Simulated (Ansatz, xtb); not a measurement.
**A geometry optimisation of B3ClO+ with r2SCAN-D4/def2-SVP**

The starting geometry of this gas-phase doublet was built from a drawn formula by distance geometry; its bonds are those of `ClB1[B][B+]O1`.

```yaml
atoms:
  - { symbol: B, position_ang: [-1.9469, 0.5632, 1.1797] }
  - { symbol: B, position_ang: [-0.6684, -0.4408, 1.4548] }
  - { symbol: B, position_ang: [0.3077, 0.8701, 1.1553] }
  - { symbol: Cl, position_ang: [-3.5880, 0.7210, 2.0922] }
  - { symbol: O, position_ang: [-1.0511, 1.5103, 0.7187] }
```

Question: Where would you expect an optimisation with r2SCAN-D4/def2-SVP to take it?

Answer: It keeps its bonds, and is `ClB1[B][B+]O1`. Distances that change by over a tenth: B1–Cl4 (1.88 → 1.66 Å), B3–O5 (1.56 → 1.38 Å).

The energy falls by 1.45 eV over 8 steps:

```json
{"step": "1", "E − E(last) (eV)": "1.449"}
{"step": "2", "E − E(last) (eV)": "0.659"}
{"step": "3", "E − E(last) (eV)": "0.261"}
{"step": "4", "E − E(last) (eV)": "0.092"}
{"step": "5", "E − E(last) (eV)": "0.003"}
{"step": "6", "E − E(last) (eV)": "0.001"}
{"step": "7", "E − E(last) (eV)": "0.000"}
{"step": "8", "E − E(last) (eV)": "0.000"}
```

Final geometry (Å):

| atom | x (Å) | y (Å) | z (Å) |
| --- | --- | --- | --- |
| B | -2.0403 | 0.4702 | 1.5168 |
| B | -0.6079 | -0.3746 | 1.3853 |
| B | 0.3165 | 0.9371 | 0.8450 |
| Cl | -3.6398 | 0.8098 | 1.8120 |
| O | -0.9753 | 1.3813 | 1.0416 |

From the same start GFN2-xTB ends elsewhere, differing in B1–O5 (4.33 against 1.48 Å here).

The end wasn't checked by frequencies. Open shells are spin-unrestricted. Run with Ansatz 0.2.0, 2.4 min on 1 thread of Intel(R) Xeon(R) Processor @ 2.50GHz (Skylake/Cascade Lake), with other jobs on the host.
